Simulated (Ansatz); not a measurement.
# A van 't Hoff estimate for GeH2(CH3)F + C2H2S ⇌ GeH2(CH3)(SH) + C2HF

Species: GeH2(CH3)F, singlet; C2H2S (ethynethiol) `C#CS`, singlet; GeH2(CH3)(SH), singlet; C2HF (fluoroacetylene) `C#CF`, singlet. The partners trade F for SH: Ge–F and C–SH bonds give way to Ge–SH and C–F.

The electronic reaction energy at CCSD(T)/def2-TZVPP is +111.7 kJ/mol. Shapes: PBE0-D4/def2-TZVP. Flexible molecules stand in one conformer, not always the lowest. Programs: Ansatz 0.2.0. Enthalpy and entropy come from rigid-rotor, harmonic-oscillator sums on unscaled PBE0-D4/def2-TZVP wavenumbers, ideal gases at 1 bar. Symmetry numbers: GeH2(CH3)F 1, C2H2S 1, GeH2(CH3)(SH) 1, C2HF 1. R = 8.3145 J/(mol K).

| T (K) | ΔH (kJ/mol) | ΔS (J/(mol K)) |
| --- | --- | --- |
| 800 | +115.9 | -3.5 |
| 1100 | ? | ? |
| 1400 | +118.2 | -1.3 |

**Question.** Work out ln K at 800 and 1400 K, and from these estimate it at 1100 K.

**Answer.** 
1. 800 K: ΔG = +115.9 − 800 × (-3.5)/1000 = +118.7 kJ/mol; ln K = −ΔG/RT = -17.85.
2. 1400 K: ΔG = +118.2 − 1400 × (-1.3)/1000 = +120.0 kJ/mol; ln K = −ΔG/RT = -10.31.
3. Slope against 1000/T: (-10.31 − (-17.85))/(0.7143 − 1.2500) = -14.07, that is −ΔH/R with ΔH near +117 kJ/mol.
4. 1100 K: ln K = -17.85 + (-14.07) × (0.9091 − 1.2500) = -13.05.

The full sums give ΔH = +117.0 kJ/mol, ΔS = -2.2 J/(mol K), ΔG = +119.4 kJ/mol and ln K = -13.05 at 1100 K, so the line is off by 0.00 in ln K; without rounding the miss is +0.02, from the change of ΔH with temperature. The reactants are favoured over this whole range. An error of 10 kJ/mol in the energy moves ln K by 1.1 at 1100 K. Soft modes are treated as harmonic, which can err either way at these temperatures; the lowest are those of GeH2(CH3)F (119 cm⁻¹), GeH2(CH3)(SH) (122 cm⁻¹). Other conformers aren't counted. Relativity is left out for Ge. Outer-core shells of Ge are correlated, in sets that cover them unevenly.
